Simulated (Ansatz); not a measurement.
System: CN, charge 0, doublet. CN (SMILES [C-]#[N+], doublet).
B3LYP-D3(BJ)/def2-TZVP minimum from Ansatz (a program for electronic structure):
```
C
N 1 1.1622
```
Charge 0, spin multiplicity 2.

Total energies in cc-pVQZ, 9 correlated electrons, 2 frozen orbitals. UHF or UKS for unpaired electrons; spin-orbit terms are left out. Cores are frozen in correlated methods. No relativity. The UHF reference of CN ([C-]#[N+], doublet) is spin-contaminated (<S^2> up to 0.37 over the pure value in the sets run).

| method | program | energy (Eh) | minus CCSDT(Q) (mEh) |
|---|---|---|---|
| HF | Ansatz | -92.24165 | 352.62 |
| MP2 | Ansatz | -92.53734 | 56.93 |
| CCSD | Ansatz | -92.57002 | 24.25 |
| CCSD(T) | Ansatz | -92.58980 | 4.47 |
| CCSDT(Q) | Ansatz | -92.59427 | 0.00 |

Rough core times of Ansatz's runs on a shared machine: CCSD(T) 90 s, CCSDT(Q) 20 min.
